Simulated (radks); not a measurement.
The numbers below are computed, except where a source is named.
Question: The mean radii <r> (bohr) of the occupied orbitals of an atom or ion are listed with their occupations. Level of theory: non-relativistic Kohn-Sham, PBE, spin-polarised, spherical densities, point nucleus (a radial shooting solver on a logarithmic mesh with Libxc functionals).

orbital  occ.      <r>
1s          2  0.09726
2s          2   0.4763
2p          6   0.4363

Name the element and its charge. Open shells, if any, are filled with parallel spins first.

Answer: Z = 16, sulfur, charge +6: S6+ in [Ne]. The 1s radius gives Z: for a bare nucleus <r> = 1.5/Z, 0.09375 bohr for Z = 16, and screening makes it slightly larger (0.09726 here). The occupations add up to 10, and the charge is Z minus that.
